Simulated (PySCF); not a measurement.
## XPS shifts beside NMR shieldings

C6H13BO2.
Bonds: C1–C2 (double), C2–C3, C2–C4, C4–O5, O5–B6, B6–C7, B6–O8, O8–C9. Hydrogens: H10, H11 on C1; H12, H13, H14 on C3; H15, H16 on C4; H17, H18, H19 on C7; H20, H21, H22 on C9.

Binding energies: delta-SCF UKS SCAN, pcX-2 on the ionised atom, pcseg-1 elsewhere, spin-free X2C in PySCF. Shieldings: GIAO B3LYP/pcSseg-1, non-relativistic, same geometry.

```tsv
atom	isotropic shielding (ppm)
C1	65.2
C2	26.8
C3	157.7
C4	111.9
C7	182.8
C9	125.3
```

Question: What are the C 1s binding energies of these atoms?

Answer: 
| atom | environment | C 1s (eV) | isotropic shielding (ppm) |
| --- | --- | --- | --- |
| C1 | terminal =CH2 carbon | 289.49 | 65.2 |
| C7 | sp3 carbon bound to boron | 290.03 | 182.8 |
| C2 | fully substituted alkene carbon | 290.30 | 26.8 |
| C3 | allylic carbon | 290.70 | 157.7 |
| C4 | sp3 carbon bound to oxygen | 291.88 | 111.9 |
| C9 | methoxy carbon | 292.47 | 125.3 |

Question: Among the listed atoms, is the one with the highest binding energy also the least shielded?

Answer: No. The highest binding energy is at C9 (292.47 eV, shielding 125.3 ppm), the lowest shielding at C2 (26.8 ppm, 290.30 eV).

Over these 6 sites the two quantities correlate at r = 0.20. By binding energy: C1 < C7 < C2 < C3 < C4 < C9. By shielding: C2 < C1 < C4 < C9 < C3 < C7.

Geometry: PBE0-D3(BJ)/def2-SVP, one conformer, isolated molecule.

Conformer computed: `[CH2:1]=[C:2]([CH3:3])[CH2:4][O:5][B:6]([CH3:7])[O:8][CH3:9]`: C1–C2–C4–O5 0°, C2–C4–O5–B6 -135°, C4–O5–B6–C7 179°, O5–B6–O8–C9 179°.
